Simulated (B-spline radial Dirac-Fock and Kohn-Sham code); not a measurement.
Binding energies of Tb⁶⁰⁺

System: terbium as Tb⁶⁰⁺, 1s2 2s2 2p1; nuclear rms radius 5.06 fm (A = 159).

Calculated with a B-spline atomic structure program, using multi-electron Dirac-Fock with separately optimised hole states, Breit and Lamb-shift corrections added in first order. No correlation. Energies are counted from the vacuum level.

All terms are in eV, carry their sign (relaxation lowers the binding energy) and add up to the binding energy; ⟨r⟩ is the mean radius of the orbital in the initial state.

```
subshell  −ε (Koopmans)  relaxation    Breit  self-energy  vacuum polarisation  binding energy  ⟨r⟩ (bohr)
       K        58734.6       -8.32  -120.63       -93.94                15.55         58527.2       0.021
      L1        14187.6       -0.69   -13.07       -14.07                 2.15         14161.9       0.087
    L2,3        13471.8       -0.77   -13.35        -0.81                -0.01         13456.9       0.078
```

For the deepest level, K (1s), the Breit terms make up -0.206 % of the binding energy, QED -0.134 % and orbital relaxation -0.014 %.

Going to the tabulated ground configuration of the next ion removes an electron from L2,3 (2p), computed at 13456.9 eV. NIST lists 14003 ± 10 eV as the ionisation energy of this species (theoretical), +546.09 eV from the computed value. Where a p, d or f shell is open in either ion the computed value averages over both j values and all terms, while the table refers to the lowest levels; that difference holds spin-orbit splitting (largest in heavy or highly charged ions), term energies where several electrons share open shells, and correlation, and it can reach 10 % or more.
